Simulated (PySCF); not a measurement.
# Basis-set dependence of population analyses: `C1=C[O][AlH2-][O+]=C1`

C₃H₅AlO₂.
Bonds: C1–C2 (double), C2–O3, O3–Al4, Al4–O5, O5–C6 (double), C1–C6. Hydrogens: H7 on C1; H8 on C2; H9, H10 on Al4; H11 on C6.

PBE0 throughout (PySCF), one geometry, spherical d and f functions. Geometry: PBE0-D3(BJ)/def2-SVP; no solvent, vibrations or thermal averaging. Atoms taken as equivalent share a column and are averaged.

Mulliken charges (e):

| basis | functions | C1 | C2/C6 | O3/O5 | Al4 | H7 | H8/H11 | H9/H10 |
| --- | --- | --- | --- | --- | --- | --- | --- | --- |
| STO-3G | 39 | -0.180 | +0.072 | -0.279 | +0.821 | +0.085 | +0.090 | -0.246 |
| 6-31G | 68 | -0.263 | +0.232 | -0.639 | +0.902 | +0.195 | +0.197 | -0.207 |
| pcSseg-0 | 68 | -0.438 | +0.281 | -0.714 | +1.145 | +0.255 | +0.257 | -0.306 |
| 6-31G* | 98 | -0.321 | +0.223 | -0.509 | +0.596 | +0.195 | +0.187 | -0.136 |
| cc-pVDZ | 113 | -0.222 | +0.275 | -0.349 | +0.522 | +0.028 | +0.052 | -0.142 |
| def2-SVP | 113 | -0.219 | +0.264 | -0.386 | +0.725 | +0.050 | +0.056 | -0.213 |
| aug-cc-pVDZ | 187 | +0.854 | +0.622 | -0.367 | -0.278 | -0.544 | -0.412 | +0.141 |
| 6-311+G(2d,p) | 200 | +0.132 | +0.013 | -0.506 | +0.781 | +0.119 | +0.135 | -0.158 |
| def2-TZVP | 222 | -0.251 | +0.161 | -0.279 | +0.363 | +0.145 | +0.125 | -0.135 |
| cc-pVTZ | 254 | -0.263 | +0.155 | -0.242 | +0.304 | +0.143 | +0.127 | -0.132 |
| IGLO-III | 269 | -0.165 | +0.152 | -0.454 | +1.059 | +0.098 | +0.111 | -0.305 |

IAO charges (e):

| basis | functions | C1 | C2/C6 | O3/O5 | Al4 | H7 | H8/H11 | H9/H10 |
| --- | --- | --- | --- | --- | --- | --- | --- | --- |
| STO-3G | 39 | -0.296 | +0.068 | -0.313 | +0.988 | +0.144 | +0.133 | -0.304 |
| 6-31G | 68 | -0.327 | +0.183 | -0.444 | +0.748 | +0.174 | +0.167 | -0.203 |
| pcSseg-0 | 68 | -0.336 | +0.190 | -0.437 | +0.768 | +0.171 | +0.161 | -0.215 |
| 6-31G* | 98 | -0.338 | +0.225 | -0.469 | +0.812 | +0.165 | +0.152 | -0.228 |
| cc-pVDZ | 113 | -0.343 | +0.223 | -0.464 | +0.807 | +0.166 | +0.152 | -0.227 |
| def2-SVP | 113 | -0.338 | +0.224 | -0.460 | +0.824 | +0.164 | +0.150 | -0.238 |
| aug-cc-pVDZ | 187 | -0.349 | +0.222 | -0.471 | +0.820 | +0.171 | +0.156 | -0.229 |
| 6-311+G(2d,p) | 200 | -0.348 | +0.223 | -0.474 | +0.838 | +0.171 | +0.157 | -0.236 |
| def2-TZVP | 222 | -0.349 | +0.226 | -0.476 | +0.844 | +0.170 | +0.155 | -0.239 |
| cc-pVTZ | 254 | -0.349 | +0.226 | -0.474 | +0.836 | +0.170 | +0.155 | -0.236 |
| IGLO-III | 269 | -0.349 | +0.223 | -0.476 | +0.845 | +0.172 | +0.157 | -0.239 |

Q: Which scheme is steadiest as the basis changes?

A: Largest range over the bases for any column: IAO 0.24 e, Mulliken 1.42 e. IAO charges move least and Mulliken charges most, counted in e. Without the minimal STO-3G basis the ranges are IAO 0.10, Mulliken 1.42 e.

Q: How much do the charges still move between the two largest bases, cc-pVTZ and IGLO-III?

A: At most, over all atoms: Mulliken 0.755 e, IAO 0.009 e.

Q: What do the same runs give for the total energy, the frontier levels and the dipole moment?

A: 
```json
{"basis": "STO-3G", "energy (Eh)": "-503.4649", "HOMO (eV)": "-4.28", "LUMO (eV)": "1.03", "μ (D)": "2.17"}
{"basis": "6-31G", "energy (Eh)": "-509.7246", "HOMO (eV)": "-7.27", "LUMO (eV)": "-2.28", "μ (D)": "4.31"}
{"basis": "pcSseg-0", "energy (Eh)": "-508.9615", "HOMO (eV)": "-7.48", "LUMO (eV)": "-2.52", "μ (D)": "4.84"}
{"basis": "6-31G*", "energy (Eh)": "-509.8260", "HOMO (eV)": "-7.18", "LUMO (eV)": "-2.13", "μ (D)": "4.21"}
{"basis": "cc-pVDZ", "energy (Eh)": "-509.8606", "HOMO (eV)": "-7.22", "LUMO (eV)": "-2.24", "μ (D)": "4.09"}
{"basis": "def2-SVP", "energy (Eh)": "-509.5765", "HOMO (eV)": "-7.30", "LUMO (eV)": "-2.36", "μ (D)": "4.26"}
{"basis": "aug-cc-pVDZ", "energy (Eh)": "-509.8782", "HOMO (eV)": "-7.31", "LUMO (eV)": "-2.46", "μ (D)": "4.15"}
{"basis": "6-311+G(2d,p)", "energy (Eh)": "-509.9324", "HOMO (eV)": "-7.35", "LUMO (eV)": "-2.49", "μ (D)": "4.24"}
{"basis": "def2-TZVP", "energy (Eh)": "-509.9612", "HOMO (eV)": "-7.33", "LUMO (eV)": "-2.44", "μ (D)": "4.24"}
{"basis": "cc-pVTZ", "energy (Eh)": "-509.9515", "HOMO (eV)": "-7.31", "LUMO (eV)": "-2.40", "μ (D)": "4.22"}
{"basis": "IGLO-III", "energy (Eh)": "-509.9647", "HOMO (eV)": "-7.34", "LUMO (eV)": "-2.47", "μ (D)": "4.22"}
```

The dipole is fixed by the density alone, so its range of 2.67 D shows that the density itself changes with the basis, not only its division among atoms.
